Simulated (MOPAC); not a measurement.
Input file for MOPAC: PM3 on H4N2OSi (a complex), monomers drawn apart or pushed together.

```
PM3 1SCF PRECISE CHARGE=0 THREADS=1
H4N2OSi

N      0.50565064 1     0.47640010 1    -1.19338060 1
N      0.49268073 1     0.56277065 1    -0.10672647 1
O      0.35117939 1     0.69567791 1     3.41151438 1
Si    -0.41186287 1    -0.59478225 1     4.09953204 1
H      0.42781061 1     0.71989558 1     2.45365400 1
H     -1.81887317 1    -0.71141525 1     3.63925206 1
H     -0.38236135 1    -0.36104335 1     5.55693662 1
H      0.27486475 1    -1.87286952 1     3.78332617 1
```

Output:

```
*******************************************************************************
 **                                                                           **
 **                              MOPAC v23.2.5                                **
 **                                                                           **
 *******************************************************************************
 ** MOPAC's Digital Object Identifier: https://doi.org/10.5281/zenodo.6511958 **
 **                                                                           **
 ** Please cite the open-source release paper for use of this MOPAC version:  **
 ** J. E. Moussa and J. J. P. Stewart (2026)                                  **
 ** MOPAC: An open-source semiempirical molecular orbital program             **
 ** J. Open Source Softw., 11(119), 8025, https://doi.org/10.21105/joss.08025 **
 *******************************************************************************

                              PM3 CALCULATION RESULTS

 *******************************************************************************
 *  PM3        - The PM3 Hamiltonian to be used
 *
 *
 *
 *                 CHARGE ON SYSTEM = 0
 *
 *
 *
 *  PRECISE    - TIGHTER CRITERIA TO BE USED
 *  1SCF       - DO 1 SCF AND THEN STOP
 *  THREADS=1  - MULTI-THREADING NOT USED
 *  T=         - A TIME OF 172800.0 SECONDS REQUESTED
 *  DUMP=N     - RESTART FILE WRITTEN EVERY 7200.0 SECONDS REQUESTED
 *******************************************************************************
PM3 1SCF PRECISE CHARGE=0 THREADS=1
 H4N2OSi

   ATOM   CHEMICAL          X               Y               Z
  NUMBER   SYMBOL      (ANGSTROMS)     (ANGSTROMS)     (ANGSTROMS)

     1       N          0.50565064  *   0.47640010  *  -1.19338060  *
     2       N          0.49268073  *   0.56277065  *  -0.10672647  *
     3       O          0.35117939  *   0.69567791  *   3.41151438  *
     4      Si         -0.41186287  *  -0.59478225  *   4.09953204  *
     5       H          0.42781061  *   0.71989558  *   2.45365400  *
     6       H         -1.81887317  *  -0.71141525  *   3.63925206  *
     7       H         -0.38236135  *  -0.36104335  *   5.55693662  *
     8       H          0.27486475  *  -1.87286952  *   3.78332617  *



          CARTESIAN COORDINATES

    NO.       ATOM           X           Y           Z

     1         N          0.5057      0.4764     -1.1934
     2         N          0.4927      0.5628     -0.1067
     3         O          0.3512      0.6957      3.4115
     4        Si         -0.4119     -0.5948      4.0995
     5         H          0.4278      0.7199      2.4537
     6         H         -1.8189     -0.7114      3.6393
     7         H         -0.3824     -0.3610      5.5569
     8         H          0.2749     -1.8729      3.7833

  H: (PM3): J. J. P. STEWART, J. COMP. CHEM. 10, 209 (1989).
  N: (PM3): J. J. P. STEWART, J. COMP. CHEM. 10, 209 (1989).
  O: (PM3): J. J. P. STEWART, J. COMP. CHEM. 10, 209 (1989).
 Si: (PM3): J. J. P. STEWART, J. COMP. CHEM. 10, 209 (1989).

           Empirical Formula: H4 N2 O Si  =     8 atoms



      MOLECULAR POINT GROUP   :   Cs


      RHF CALCULATION, NO. OF DOUBLY OCCUPIED LEVELS = 12


 -------------------------------------------------------------------------------
 PM3 1SCF PRECISE CHARGE=0 THREADS=1
 H4N2OSi



     1SCF WAS SPECIFIED, SO BFGS WAS NOT USED
     SCF FIELD WAS ACHIEVED


                              PM3 CALCULATION
                                                       MOPAC v23.2.5 Linux




          FINAL HEAT OF FORMATION =        -43.40828 KCAL/MOL =    -181.62024 KJ/MOL


          COSMO AREA              =        133.49 SQUARE ANGSTROMS
          COSMO VOLUME            =        114.27 CUBIC ANGSTROMS

          IONIZATION POTENTIAL    =         10.042474 EV
          HOMO LUMO ENERGIES (EV) =        -10.042  0.492
          NO. OF FILLED LEVELS    =         12
          MOLECULAR WEIGHT        =         76.1299         POINT GROUP:  Cs

          MOLECULAR DIMENSIONS (Angstroms)

            Atom       Atom       Distance
            H     7    N     1     6.85979
            O     3    H     6     2.50656
            H     8    H     6     2.10443


          SCF CALCULATIONS        =          1





   ATOM   CHEMICAL          X               Y               Z
  NUMBER   SYMBOL      (ANGSTROMS)     (ANGSTROMS)     (ANGSTROMS)

     1       N          0.50565064  *   0.47640010  *  -1.19338060  *
     2       N          0.49268073  *   0.56277065  *  -0.10672647  *
     3       O          0.35117939  *   0.69567791  *   3.41151438  *
     4      Si         -0.41186287  *  -0.59478225  *   4.09953204  *
     5       H          0.42781061  *   0.71989558  *   2.45365400  *
     6       H         -1.81887317  *  -0.71141525  *   3.63925206  *
     7       H         -0.38236135  *  -0.36104335  *   5.55693662  *
     8       H          0.27486475  *  -1.87286952  *   3.78332617  *

                             CARTESIAN COORDINATES

   1    N        0.505650640     0.476400100    -1.193380600
   2    N        0.492680730     0.562770650    -0.106726470
   3    O        0.351179390     0.695677910     3.411514380
   4   Si       -0.411862870    -0.594782250     4.099532040
   5    H        0.427810610     0.719895580     2.453654000
   6    H       -1.818873170    -0.711415250     3.639252060
   7    H       -0.382361350    -0.361043350     5.556936620
   8    H        0.274864750    -1.872869520     3.783326170


           Empirical Formula: H4 N2 O Si  =     8 atoms



      MOLECULAR POINT GROUP   :   Cs


                  EIGENVALUES
 -35.53282 -32.81035 -17.14247 -15.73012 -15.72759 -15.66442 -15.27168 -13.93375
 -13.31116 -12.70695 -10.69012 -10.04247   0.49230   0.49250   0.99813   1.97157
   2.45549   2.50128   5.59599   6.33521


              NET ATOMIC CHARGES AND DIPOLE CONTRIBUTIONS

  ATOM NO.   TYPE          CHARGE      No. of ELECS.   s-Pop       p-Pop
    1          N           0.009649        4.9904     1.77497     3.21538
    2          N          -0.006712        5.0067     1.77327     3.23344
    3          O          -0.494666        6.4947     1.75049     4.74418
    4         Si           0.689938        3.3101     0.90648     2.40358
    5          H           0.205962        0.7940     0.79404
    6          H          -0.147682        1.1477     1.14768
    7          H          -0.108872        1.1089     1.10887
    8          H          -0.147617        1.1476     1.14762
 DIPOLE           X         Y         Z       TOTAL
 POINT-CHG.    -0.473    -0.886    -0.315     1.053
 HYBRID         0.084     0.069    -0.693     0.701
 SUM           -0.389    -0.817    -1.008     1.355


          ATOMIC ORBITAL ELECTRON POPULATIONS

     Atom    s        px        py        pz
    1  N   1.77497   0.99587   0.99727   1.22224
    2  N   1.77327   1.00420   1.00546   1.22378
    3  O   1.75049   1.84144   1.62252   1.28022
    4 Si   0.90648   0.81574   0.73742   0.85041
    5  H   0.79404
    6  H   1.14768
    7  H   1.10887
    8  H   1.14762

 **********************
 *                    *
 * JOB ENDED NORMALLY *
 *                    *
 **********************




 == MOPAC DONE ==
```

The run finished.

Cost: about 0.020 core-seconds (a rough figure).
